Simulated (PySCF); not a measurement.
**Löwdin shares of the frontier orbitals**

Compound: ZrBr4 (singlet state).
Z-matrix (Å and degrees, PBE0-D3(BJ)/def2-SVP geometry), rows numbered from 1:
```
Zr
Br  1  2.4754
Br  1  2.4604  2  110.81
Br  1  2.4628  2  112.22  3  -120.73
Br  1  2.4588  2  110.98  3   119.50
```

Level of theory: PySCF 2.14.0, density-fitted response routines, TDDFT B3LYP/def2-SVPD, vertical, gas phase, core orbitals frozen in the response, def2 core potentials past Kr. Spin–orbit coupling is left out. Note that the optimisation stopped short of convergence; the values belong to its last geometry.

Kohn–Sham orbitals with the atoms that hold most of them (Löwdin shares over 4%, at most four atoms):

```tsv
orbital	ε (eV)	atoms
HOMO-3	-9.27	Br2 35%, Br3 23%, Br4 22%, Zr1 11%
HOMO-2	-8.66	Br4 37%, Br2 36%, Br3 15%, Br5 11%
HOMO-1	-8.66	Br2 36%, Br5 30%, Br3 30%
HOMO	-8.63	Br4 35%, Br5 34%, Br3 30%
LUMO	-3.10	Zr1 70%, Br3 8%, Br5 8%, Br4 7%
LUMO+1	-3.09	Zr1 70%, Br4 8%, Br5 8%, Br3 7%
LUMO+2	-2.38	Zr1 62%, Br2 10%, Br4 10%, Br3 9%
```

Within 0.005 eV of a neighbour in this list lie HOMO-2/HOMO-1.

Problem. The HOMO–LUMO gap is 5.53 eV. Where does the response calculation put the lowest singlet, and from which orbitals?

Solution. S1 is at 4.49 eV (f = 0.0001), 1.05 eV below the gap, made of HOMO→LUMO/LUMO+1 (≥59%), HOMO-2/HOMO-1→LUMO/LUMO+1 (≥27%). S1/S2 lie within about 0.01 eV of each other. Without the coupling terms of the response equations the lowest excitation would equal the gap.

For S1 the Löwdin share of zirconium is at most 2% in HOMO and 70% in LUMO (ligand-to-metal charge transfer by this measure).

Next come S2 at 4.49 eV (f 0.0001), HOMO→LUMO/LUMO+1 (≥42%), HOMO-2/HOMO-1→LUMO/LUMO+1 (≥41%); S3 at 4.50 eV (f 0.0001), HOMO-2/HOMO-1→LUMO/LUMO+1 (≥87%); S4 at 4.68 eV (f 0.026), HOMO-2/HOMO-1→LUMO/LUMO+1 (≥82%); S5 at 4.69 eV (f 0.029), HOMO-2/HOMO-1→LUMO/LUMO+1 (≥44%), HOMO→LUMO/LUMO+1 (≥38%).

Orbitals of the list HOMO-3 to LUMO+2 that lie within 0.01 eV of each other are written together with a slash and their weights summed (≥ marks a lower bound); for degenerate orbitals outside that list single weights are arbitrary.

Time: 10 min wall (grids of density and orbitals included); peak memory 1.1 GiB. Hardware: one thread, Intel Xeon at 2.50 GHz (x86_64) (shared host).
